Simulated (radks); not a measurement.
The numbers below are computed, except where a source is named.
All-electron atom: Tl in [Xe] 4f13 5d10 6s0.5 6p3.5 (fractional occupations, a model configuration). Code: a radial shooting solver on a logarithmic mesh with Libxc functionals. Model: scalar-relativistic Kohn-Sham, SCAN, spin-polarised, spherical densities, finite nucleus; open shells are filled with parallel spins first (spin-orbit coupling, left out, can overturn this in heavy ions); meta-GGA in the generalised Kohn-Sham scheme; Fermi nuclear charge, rms radius 5.4759 fm.

Unscreened Slater integrals over Kohn-Sham orbitals (eV). They are taken over the spin-up orbitals.

integral     value
F0(6p,6p)   7.9654
F2(6p,6p)   4.2611
F0(6p,6s)   8.9476
G1(6p,6s)   5.4061
F0(6p,5d)   9.9538
F2(6p,5d)   2.9335
G1(6p,5d)   1.1682
G3(6p,5d)  0.96128
F0(6p,5p)   10.208
F2(6p,5p)   2.1422
G0(6p,5p)  0.34821
G2(6p,5p)  0.46697
F0(6s,6s)   10.570
F0(6s,5d)   12.644
G2(6s,5d)   2.5998
F0(6s,5p)   13.173
G1(6s,5p)  0.93748
F0(5d,5d)   18.779
F2(5d,5d)   9.7521
F4(5d,5d)   6.4908
F0(5d,5p)   21.133
F2(5d,5p)   10.613
G1(5d,5p)   12.917
G3(5d,5p)   8.0288
F0(5p,5p)   24.772
F2(5p,5p)   13.368

Derived for the open shells (J is the average intra-shell exchange parameter used in DFT+U). 6p: J = F2/5 = 0.8522 eV.
